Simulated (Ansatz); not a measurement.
`[OH][Al]([Cl])[Br]`. The species carries charge 0 and has multiplicity 1. Correlated methods include outer-core shells of Br, which these sets cover unevenly. Scalar relativity is left out up to krypton.

```xyz
5

O    -0.276    1.311   -0.117
Al   -0.150   -0.357    0.002
Cl   -1.876   -1.490   -0.160
Br    1.824   -1.360    0.328
H     0.478    1.896   -0.052
```

(1) Give the diagnostics of a CCSD(T)/def2-TZVPP run (frozen core, the Gaussian-basis code of Ansatz). (Best estimate.)

Results:

(1) Ansatz gave: T1 = 0.0088, largest single amplitude 0.026, largest double 0.023, (T) share of the correlation energy 3.5 %, 8 CCSD cycles. The RHF solution is stable towards an unrestricted one. T1 lies under the customary mark of 0.02 for closed shells.
